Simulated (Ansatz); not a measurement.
Total energies of F$_{5}$V, SMILES `[F][V]([F])([F])([F])[F]`.

```xyz
6

F     1.1601    1.2798   -0.1549
V    -0.0001    0.0001    0.0000
F     0.1476   -0.3339   -1.6558
F     1.0094   -0.7772    1.1191
F    -1.1569   -1.2827    0.1554
F    -1.1602    1.1139    0.5362
```

Total charge 0; spin multiplicity 1. Correlated methods include outer-core shells of V, which these sets cover unevenly. Scalar relativity is left out up to krypton. The geometry is a stationary point of PBE0-D4/def2-TZVP. Basis def2-TZVPP, the Gaussian-basis code of Ansatz.

RPA on PBE orbitals: Hartree–Fock energy of these orbitals -1440.15996 Eh, correlation -2.75583 Eh (frozen core).

```
             functional  energy without D4 (Eh)  D4 term (kJ/mol)
            LDA (SPW92)             -1438.42677                 –
                    PBE             -1443.01316             -10.0
                 revPBE             -1443.42137             -31.5
                   BLYP             -1443.71178             -22.4
                 r2SCAN             -1443.46276              -2.3
                 B97M-V             -1443.25579                 –
                   PBE0             -1442.95043              -8.3
                  B3LYP             -1443.66422             -16.2
                r2SCANh             -1443.39426              -2.5
                r2SCAN0             -1443.29609              -2.7
HSE06 (plane-wave form)             -1442.92320              -7.7
                  BHLYP             -1443.35427             -12.0
              CAM-B3LYP             -1443.56520              -8.4
                LC-ωPBE             -1443.17355                 –
                ωB97X-V             -1443.32114                 –
                ωB97M-V             -1443.44169                 –
                 B2PLYP             -1443.23439                 –
               PBE-QIDH             -1442.76410                 –
```

B3LYP takes the VWN-RPA correlation (the form of Gaussian; ORCA's B3LYP/G). HSE06 is the plane-wave form, built on full-range PBE exchange. The double hybrids freeze the cores in their second-order part.

LC-ωPBE has ω = 0.4 bohr⁻¹.
